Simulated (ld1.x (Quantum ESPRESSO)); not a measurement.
germanium (Ge), ultrasoft: configuration errors across variants

- Element: Ge (Z = 32)
- Generator: ld1.x (Quantum ESPRESSO) 7.5
- Type: ultrasoft
- Functional: LDA (PZ)
- Relativity: scalar-relativistic
- Frozen core: [Ne]
- Valence charge: 22
- Reference configuration: 3s2 3p6 3d10 4s2 4p2
- Partial waves: 3s (bound): rcut 0.85, rcutus 0.90 bohr; 4s (bound): rcut 0.85, rcutus 0.90 bohr; 3p (bound): rcut 1.15, rcutus 1.25 bohr; 4p (bound): rcut 1.15, rcutus 1.25 bohr; 3d (bound): rcut 0.50, rcutus 0.60 bohr; 3d channel at -1.85 Ry: rcut 0.50, rcutus 0.60 bohr
- Local potential: all-electron potential smoothed inside 0.50 bohr (lloc = -1)
- Core correction: none
- Augmentation charge: PSQ, inside the norm-conserving radii

All-electron excitation energies from the reference (eV): (1) 3s2 3p6 3d10 4s2 4p1 7.636; (2) 3s2 3p6 3d10 4s2 4p0 23.352; (3) 3s2 3p6 3d10 4s1 4p0 58.570; (4) 3s2 3p6 3d10 4s0 4p4 16.359; (5) 3s2 3p6 3d9 4s2 4p2 38.946; (6) 3s2 3p5 3d10 4s2 4p2 125.460; (7) 3s1 3p6 3d10 4s2 4p2 178.048; (8) 3s2 3p6 3d10 4s2 4p2 spin -0.563; (9) 3s2 3p6 3d10 4s2 4p1 spin 7.451.

Spin tests fill each open shell by Hund’s rule, majority spin first.

The overlap operator is not positive definite (basis up to 400 Ry) in “base”, “local potential all-electron potential smoothed inside 0.62 bohr (lloc = -1)”, “local potential all-electron potential smoothed inside 0.74 bohr (lloc = -1)”, “local potential all-electron potential smoothed inside 0.82 bohr (lloc = -1)”, “local potential all-electron potential smoothed inside 0.98 bohr (lloc = -1)”, “local potential all-electron potential smoothed inside 1.10 bohr (lloc = -1)”. Such files are unfit for use, however small their errors in these radial tests.

Errors AE − PS in meV (a dash: test not solved or not reliable):

```tsv
change	(1)	(2)	(3)	(4)	(5)	(6)	(7)	(8)	(9)	bound ghosts
base	-15	-145	-145	-208	-289	-313	-359	+47	+5.1	not determined (overlap not positive)
local potential all-electron potential smoothed inside 0.62 bohr (lloc = -1)	-15	-135	-134	-203	-434	-457	-566	+48	+6.2	not determined (overlap not positive)
local potential all-electron potential smoothed inside 0.74 bohr (lloc = -1)	-13	-117	-119	-176	-256	-281	-356	+52	+10	not determined (overlap not positive)
local potential all-electron potential smoothed inside 0.82 bohr (lloc = -1)	-17	-156	-155	-212	-147	-173	-177	+45	+2.9	not determined (overlap not positive)
local potential all-electron potential smoothed inside 0.98 bohr (lloc = -1)	-15	-149	-147	-220	+154	+153	+236	+45	+4.8	not determined (overlap not positive)
local potential all-electron potential smoothed inside 1.10 bohr (lloc = -1)	-16	-150	-149	-249	-285	-339	-307	+45	+4.1	not determined (overlap not positive)
local potential all-electron potential smoothed inside 1.22 bohr (lloc = -1)	-16	-148	-148	-247	-303	-362	-334	+45	+4.3	none
local potential all-electron potential smoothed inside 1.46 bohr (lloc = -1)	–	–	–	–	–	–	–	–	–	none
```

Problem. Give the same row for: local potential all-electron potential smoothed inside 1.34 bohr (lloc = -1).

Solution. –, –, –, –, –, –, –, –, –; bound ghosts: none.
